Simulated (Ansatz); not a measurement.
Stretching the P1–O2 bond in PO (multiplicity 2 held). Energies count from the point at 1.480 Å.


Restricted levels (R-, RO-) in cc, def2 and unpolarised 6-31G sets keep to the state of the molecule at rest. Unrestricted levels (U-) break spin symmetry where that is lower. Full CI gives the lowest state of the spin. Left out are points that failed, MP2 points that dive below the minimum, coupled-cluster points behind a jump of the amplitudes or a sharp parting from full CI or MRCI, small-basis points behind a change of solution, and semi-empirical points at long bonds. Levels need not reach the same state.

Frozen-core correlation.

Run with Ansatz (a quantum-chemistry and plane-wave program). Each number belongs to the level named beside it.

Energies in kcal/mol.

```tsv
R (Å)	RO-HF/6-31G	U-MP2/6-31G	U-CCSD/6-31G	U-CCSD(T)/6-31G	FCI/6-31G
1.184	167.2	169.6	185.9	186.7	187.9
1.332	41.0	32.8	51.2	51.1	52.1
1.480	0.0	0.0	0.0	0.0	0.0
1.628	0.3	0.8	-11.3	-11.5	-12.1
1.776	19.6	6.1	-3.7	-4.8	-5.8
1.998	59.4	26.9	19.0	18.1	15.6
2.220	86.2	43.2	38.0	38.4	left out
2.590	left out	50.2	54.9	56.5	56.1
2.960	115.4	51.4	60.0	62.4	left out
3.404	left out	51.8	61.2	63.9	65.2
3.996	122.3	52.0	61.6	64.3	66.0
4.735	123.2	52.1	61.7	64.4	66.2
5.919	123.5	52.1	61.8	64.5	66.3
```

Doubts at one or more of the structures used: a restricted determinant that unrestricted orbitals would lower (RO-HF/6-31G); a spin-contaminated determinant (U-MP2/6-31G, U-CCSD/6-31G, U-CCSD(T)/6-31G); T1 above 0.05 (U-CCSD/6-31G, U-CCSD(T)/6-31G); the program's own flag: large difference (U-CCSD/6-31G, U-CCSD(T)/6-31G).
